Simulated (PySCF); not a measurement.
Two species compared at the same levels of theory.

First species: C6H10.
Atom-mapped SMILES: `[CH2:1]=[CH:2][C@@H:3]1[CH2:4][C@H:5]1[CH3:6]` (hydrogens: H7, H8 on C1; H9 on C2; H10 on C3; H11, H12 on C4; H13 on C5; H14, H15, H16 on C6)

Second species: Sb(SMe)3, C3H9S3Sb.
SMILES: `C[S][Sb]([S]C)[S]C`

Levels: PBE0/def2-SVPD for HOMO energy, LUMO energy, HOMO–LUMO gap and static isotropic polarisability; TDDFT PBE0/def2-SVPD for lowest singlet excitation; TDA PBE0/def2-SVPD for lowest triplet excitation (Tamm–Dancoff); ΔSCF PBE0/def2-SVPD for vertical ionisation energy. Geometries: PBE0-D3(BJ)/def2-SVP. Each species is one conformer at its optimised geometry, gas phase (atoms past krypton carry core potentials, spin–orbit coupling is left out). Electronic properties by PySCF.

Dipoles, sizes and rotational constants follow the conformer. The torsions of the flexible species, by atom-mapped SMILES:
- `[CH2:1]=[CH:2][C@@H:3]1[CH2:4][C@H:5]1[CH3:6]`: C1–C2–C3–C4 85°

| property | column X | column Y |
| --- | --- | --- |
| HOMO energy | -6.60 eV | -7.06 eV |
| LUMO energy | -1.51 eV | 0.24 eV |
| HOMO–LUMO gap | 5.09 eV | 7.30 eV |
| lowest singlet excitation | 3.92 eV | 6.61 eV |
| lowest triplet excitation (Tamm–Dancoff) | 3.42 eV | 4.22 eV |
| static isotropic polarisability | 148.3 au | 71.9 au |
| vertical ionisation energy | 8.20 eV | 9.02 eV |

Q: Which column belongs to which species?

A: Column X is the second species and column Y the first. The first has 16 atoms and 46 electrons, the second 16 and 126.

Q: How does each property change from the first species to the second?

A: HOMO energy +0.46 eV; LUMO energy -1.75 eV; HOMO–LUMO gap -2.21 eV; lowest singlet excitation -2.69 eV; lowest triplet excitation (Tamm–Dancoff) -0.80 eV; static isotropic polarisability +76.4 au; vertical ionisation energy -0.82 eV.

On the first: The polarisability is 10.66 Å³ as a volume (1 au = 0.148185 Å³), or 1.56 au for each of the 46 electrons. The principal polarisabilities are 60.6, 69.7 and 85.5 au; their mean is the isotropic value.

On the second: The 10 singlets span 3.92 to 5.39 eV, and their oscillator strengths add up to 0.23. The ΔSCF ionisation energy exceeds −ε(HOMO) by 1.60 eV with PBE0. Atoms past krypton carry effective core potentials; spin–orbit coupling is left out.
